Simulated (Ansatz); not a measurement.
C$_{2}$H$_{6}$F$_{2}$GeO (SMILES C[CH2][Ge]([OH])([F])[F]), singlet, geometry from GFN2-xTB, with bond 10-2 at 2.4 times its length; SC-NEVPT2/STO-3G, CASSCF(4,6) run with Ansatz (a quantum-chemistry and plane-wave program).

Here is a job for Ansatz.
Ansatz 0.2 input:
```yaml
crystal:
  periodic: [false, false, false]
  atoms:
    - {symbol: C, position_ang: [2.42696929, -0.78713671, -0.63744717]}
    - {symbol: C, position_ang: [1.55646621, 0.45949249, -0.63596832]}
    - {symbol: Ge, position_ang: [-0.27599345, 0.09685506, 0.04721333]}
    - {symbol: O, position_ang: [-1.09219442, -1.23408597, -0.67407898]}
    - {symbol: F, position_ang: [-1.38631745, 1.45360345, -0.06139529]}
    - {symbol: F, position_ang: [-0.36082207, -0.19215756, 1.77728762]}
    - {symbol: H, position_ang: [1.98575723, -1.56335318, -1.25827679]}
    - {symbol: H, position_ang: [2.54094274, -1.17954317, 0.37071061]}
    - {symbol: H, position_ang: [3.41280384, -0.54421315, -1.02954497]}
    - {symbol: H, position_ang: [1.27881129, 1.41668295, -3.05315681]}
    - {symbol: H, position_ang: [1.98726087, 1.23907453, -0.00748243]}
    - {symbol: H, position_ang: [-1.97455312, -1.42410845, -0.35300861]}
basis:
  gaussian:
    orbitals: STO-3G
magnetization: {spin_polarized: false}
correlation: {method: sc_nevpt2, electrons: all, active_space: {window: {electrons: 4, orbitals: 6}}}
```

### Question
Write the output that Ansatz gives for this input, abridged.

### Answer

```
Functional definition: HF
623 factors; integrals over basis functions are off by at most 3.7e-5 eV
mean field evaluation 1: about -65289.9938 eV, gradient 3.8e1 eV
mean field evaluation 2: about -65290.1359 eV, gradient 3.8e1 eV
mean field evaluation 4: about -65298.3063 eV, gradient 6.9e0 eV
mean field evaluation 8: about -65298.5387 eV, gradient 6.1e-2 eV
mean field -65298.53876917 eV, -2399.6770388276 hartree, gradient 1.2e-6 eV, S^2 0.000000; 0 other end points of the search recorded, 0 dependent functions left out; unrestricted orbitals would lower it
reference -65298.53876917 eV, -2399.6770388276 hartree; 38, 38 occupied and 11, 11 virtual orbitals, 623 factors
state -65303.93569336 eV, -2399.8753721337 hartree
state -65303.93569336 eV, -2399.8753721337 hartree; corrected -65308.54728044 eV, -2400.0448448330 hartree
state -65303.87318797 eV, -2399.8730751027 hartree
state -65303.87318797 eV, -2399.8730751027 hartree; corrected -65308.55200653 eV, -2400.0450185136 hartree
state -65303.87318797 eV, -2399.8730751027 hartree; corrected -65308.55200653 eV, -2400.0450185136 hartree
WARN: the results are in doubt because another end's mean lies 0.063 eV lower, and its corrected mean 0.005 eV higher
Total energy: -65308.55200653 eV, -2400.0450185136 hartree
In doubt: another end's mean lies 0.063 eV lower, and its corrected mean 0.005 eV higher
```
